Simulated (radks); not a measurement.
Species: Er1.5+. Configuration: [Xe] 4f10.5 6p2 (fractional occupations, a model configuration). Calculated with a radial shooting solver on a logarithmic mesh with Libxc functionals: Dirac Kohn-Sham, PBE, spin-unpolarised, spherical densities, point nucleus; open shells are shared between the two j in proportion to 2j + 1. Some entries of the table are withheld. Estimate them.

orbital,occ.,eigenvalue (Ry),r(max) (bohr),<r^2> (bohr^2)
1s1/2,2,-4214.127,0.01285,0.0005678
2s1/2,2,-709.2672,0.07340,0.008775
2p1/2,2,(1),0.05512,0.006330
2p3/2,4,(2),0.06134,0.007549
3s1/2,2,-160.5951,0.2074,0.05793
3p1/2,2,-145.8300,0.1950,0.05363
3p3/2,4,-131.6787,0.2080,0.06047
3d3/2,4,-106.4541,0.1643,(3)
3d5/2,6,-103.3626,0.1679,(4)
4s1/2,2,(5),0.4740,0.2908
4p1/2,2,-27.45924,0.4762,0.3035
4p3/2,4,-24.26007,0.5037,0.3409
4d3/2,4,-14.54627,(6),0.3833
4d5/2,6,-13.96216,(7),0.3979
5s1/2,2,-5.49621,1.099,1.670
5p1/2,2,-3.83126,1.189,2.069
5p3/2,4,-3.38507,1.268,2.364
4f5/2,4.5,-2.23817,0.5010,0.7104
4f7/2,6,-2.15064,0.5060,0.7341
6p1/2,0.666667,(8),3.353,15.32
6p3/2,1.33333,(9),3.540,16.92

Answer. 
(1) 2p1/2 eigenvalue (Ry): -675.5804
(2) 2p3/2 eigenvalue (Ry): -608.1936
(3) 3d3/2 <r^2> (bohr^2): 0.04764
(4) 3d5/2 <r^2> (bohr^2): 0.04954
(5) 4s1/2 eigenvalue (Ry): -33.36196
(6) 4d3/2 r(max) (bohr): 0.5061
(7) 4d5/2 r(max) (bohr): 0.5150
(8) 6p1/2 eigenvalue (Ry): -0.84760
(9) 6p3/2 eigenvalue (Ry): -0.79379
